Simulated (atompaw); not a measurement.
Reading a pseudo-wave (helium (He))

Columns: radius, all-electron u(r) and pseudo u(r) of the 1s shell (level -39.13 eV) of helium in the configuration 1s1; PBE, scalar-relativistic, PAW (atompaw) scheme, atompaw 4.2.0.5.

| r (bohr) | all-electron | pseudo |
| --- | --- | --- |
| 0.027 | 0.1419 | 0.0959 |
| 0.054 | 0.2686 | 0.1906 |
| 0.081 | 0.3814 | 0.2833 |
| 0.108 | 0.4814 | 0.3730 |
| 0.135 | 0.5697 | 0.4586 |
| 0.162 | 0.6473 | 0.5394 |
| 0.188 | 0.7128 | 0.6121 |
| 0.215 | 0.7719 | 0.6815 |
| 0.242 | 0.8229 | 0.7445 |
| 0.269 | 0.8663 | 0.8007 |
| 0.296 | 0.9030 | 0.8499 |
| 0.323 | 0.9335 | 0.8921 |
| 0.350 | 0.9584 | 0.9275 |
| 0.377 | 0.9782 | 0.9563 |
| 0.404 | 0.9934 | 0.9788 |
| 0.431 | 1.0044 | 0.9956 |
| 0.458 | 1.0118 | 1.0070 |
| 0.485 | 1.0157 | 1.0136 |
| 0.512 | 1.0165 | 1.0162 |
| 0.538 | 1.0147 | 1.0152 |
| 0.565 | 1.0106 | 1.0113 |
| 0.592 | 1.0042 | 1.0048 |
| 0.619 | 0.9959 | 0.9962 |
| 0.646 | 0.9858 | 0.9860 |
| 0.673 | 0.9743 | 0.9743 |
| 0.700 | 0.9614 | 0.9614 |

Q: How many radial nodes do the two functions have?

A: The all-electron 1s function has n − l − 1 = 0; the pseudo-wave has 0.

Q: Is the pseudo-wave norm-conserving?

A: No, it belongs to a PAW set: the norm inside the radius is not constrained, and the difference is carried by the augmentation charge.
